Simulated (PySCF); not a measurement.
Stepwise substitution at one centre (Al OH-I). Gas-phase values, no solvent. One relaxed conformer stands for each flexible species; it need not be the lowest. Strings in code marks are SMILES.

The four lowest singlet excitations (Tamm–Dancoff). The numbers are results of B3LYP-D3(BJ)/def2-TZVP (PySCF), not measurements. B3LYP has the VWN-RPA correlation part, as in Gaussian. Excitations are Tamm–Dancoff values on a coarser integration grid. The basis has no diffuse functions, so Rydberg states are missing or too high.

```json
[
 {"state": "S1", "energy (eV)": "4.89", "wavelength (nm)": "254", "oscillator strength": "0.018"},
 {"state": "S2", "energy (eV)": "5.05", "wavelength (nm)": "246", "oscillator strength": "0.000"},
 {"state": "S3", "energy (eV)": "5.27", "wavelength (nm)": "235", "oscillator strength": "0.000"},
 {"state": "S4", "energy (eV)": "5.33", "wavelength (nm)": "232", "oscillator strength": "0.024"}
]
```

Task: Identify which member gives these states.
A. `[OH][Al]([OH])[OH]`
B. `[OH][Al]([OH])[I]` (H–O–Al–I torsion 0°, I–Al–O–H torsion 0°)
C. `[OH][Al]([I])[I]` (H–O–Al–I torsion 180°)

Result: C, `[OH][Al]([I])[I]` (H–O–Al–I torsion 180°)
